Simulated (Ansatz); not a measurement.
Single points on Zn₇H₂₀Se₇.

```yaml
crystal:
  periodic: [false, false, false]
  atoms:
    - {symbol: Se, position_ang: [-0.017379, -3.794930, 1.036272]}
    - {symbol: Se, position_ang: [-0.002786, -1.756270, -2.010997]}
    - {symbol: Se, position_ang: [-1.823877, -0.457258, 1.047900]}
    - {symbol: Se, position_ang: [-1.805225, 1.592062, -2.641191]}
    - {symbol: Se, position_ang: [1.818889, -0.466565, 1.048622]}
    - {symbol: Se, position_ang: [1.810725, 1.588972, -2.642450]}
    - {symbol: Se, position_ang: [0.005595, 2.702889, 0.916988]}
    - {symbol: Zn, position_ang: [0.000088, -4.620526, -1.902745]}
    - {symbol: Zn, position_ang: [-2.271251, -0.647620, -1.684364]}
    - {symbol: Zn, position_ang: [-0.004039, -1.515909, 2.468549]}
    - {symbol: Zn, position_ang: [-1.966428, 1.775422, 2.125277]}
    - {symbol: Zn, position_ang: [2.267907, -0.652215, -1.684922]}
    - {symbol: Zn, position_ang: [0.004650, 3.116359, -1.848453]}
    - {symbol: Zn, position_ang: [1.969451, 1.763303, 2.130431]}
    - {symbol: H, position_ang: [-1.547876, -4.836745, -1.940997]}
    - {symbol: H, position_ang: [1.550978, -4.828268, -1.885452]}
    - {symbol: H, position_ang: [-1.068085, -4.486057, 1.831175]}
    - {symbol: H, position_ang: [1.053757, -4.490009, 1.799136]}
    - {symbol: H, position_ang: [-0.005228, -1.709943, -3.494346]}
    - {symbol: H, position_ang: [-3.647724, -1.391118, -1.671838]}
    - {symbol: H, position_ang: [-0.006168, -1.715422, 4.014490]}
    - {symbol: H, position_ang: [-3.029567, -1.057973, 1.667761]}
    - {symbol: H, position_ang: [-3.030755, 2.328594, -2.240693]}
    - {symbol: H, position_ang: [-3.208114, 2.446484, 0.077652]}
    - {symbol: H, position_ang: [-3.608726, 2.725226, 0.679371]}
    - {symbol: H, position_ang: [-2.832349, 2.326109, 3.289260]}
    - {symbol: H, position_ang: [3.642527, -1.399172, -1.671837]}
    - {symbol: H, position_ang: [3.020688, -1.076671, 1.667078]}
    - {symbol: H, position_ang: [3.037881, 2.320201, -2.237718]}
    - {symbol: H, position_ang: [3.220527, 2.436353, 0.074608]}
    - {symbol: H, position_ang: [0.004701, 4.679474, -1.763313]}
    - {symbol: H, position_ang: [2.839270, 2.312304, 3.292160]}
    - {symbol: H, position_ang: [3.622771, 2.713997, 0.675751]}
    - {symbol: H, position_ang: [0.005200, 4.074921, 1.478847]}
basis:
  gaussian: {orbitals: def2-SVP, fitting: {mean_field: def2-universal-jkfit}, initial_orbitals: start.molden}
hamiltonian: {xc: pbe0, dispersion: d4}
scf: {omitted_lower_state_checks: [starts]}
output: {orbitals: {seedname: orbitals}}
```

The file start.molden holds the orbitals of an earlier run on this structure, at another level or in another basis.

```sh
$ ansatz run in.yaml --threads 4 --pin off --events-out ev --progress --plain --max-ram 66560MiB --backend cuda --devices 0, --max-vram 37GiB
```

It prints (some lines left out):

```
Functional definition: PBE0
4070 factors; integrals over basis functions are off by at most 3.5e-1 eV
mean field evaluation 1: about -796509.7343 eV, gradient 2.9e1 eV
mean field evaluation 2: about -796510.8780 eV, gradient 1.2e0 eV
mean field evaluation 4: about -796510.8818 eV, gradient 6.0e-2 eV
mean field -796510.88177768 eV, -29271.2350108631 hartree, gradient 1.6e-5 eV, S^2 0.000000; 0 other end points of the search recorded, 0 dependent functions left out
reference -796510.88186077 eV, -29271.2350139165 hartree; 234, 234 occupied and 307, 307 virtual orbitals, 4070 factors
Total energy: -796512.78913766 eV, -29271.3051050492 hartree
Checks for a lower state left out: starts
```

Hardware: 4 threads of AMD EPYC 7R13 on a shared host and a share (37 GiB) of an NVIDIA H100 80GB HBM3. Wall time 11 s, peak host memory 1.1 GiB.

First input, but with `gaussian: {orbitals: def2-SVP, initial_orbitals: start.molden}`, `correlation: {method: mp2, frozen_orbitals: {H: 0, Se: 9, Zn: 9}}` and without the key `hamiltonian` (abridged; 15 s):

```
Functional definition: HF
mean field -795973.73227914 eV, -29251.4951308846 hartree, gradient 8.0e-6 eV, S^2 0.000000
126 core orbitals not correlated: weight in the atoms' cores, before any rotation towards them, 1.000 or more for the frozen orbitals, at most 0.000 for the correlated occupied ones
second order -108.54661566 eV of doubles, -0.00000000 eV of singles
Total energy: -796082.27889480 eV, -29255.4841454345 hartree
Checks for a lower state left out: starts
```

The first input with `gaussian: {orbitals: def2-TZVP, fitting: {mean_field: def2-universal-jkfit}, initial_orbitals: start.molden}`, `hamiltonian: {xc: {name: BHLYP}, dispersion: d4}` (abridged; 8 s):

```
Functional definition: BHLYP
mean field -796705.84708508 eV, -29278.3998537576 hartree, gradient 2.3e-5 eV, S^2 0.000000
Total energy: -796709.01414486 eV, -29278.5162410580 hartree
Checks for a lower state left out: starts
```

Geometry: PBE-D4/def2-SVP.

Correlated methods freeze 126 core orbitals; core or outer-core shells of Se are correlated, in sets that lack core-valence functions. Single mean-field runs in def2-SVP, def2-TZVP are fitted with def2-universal-jkfit. In the singlet geometry the species has come apart into loosely held pieces. In the singlet, H24 and H25 lie 0.77 Å apart, H30 and H33 lie 0.77 Å apart (atoms count from 1), so H2 has formed as a molecule.
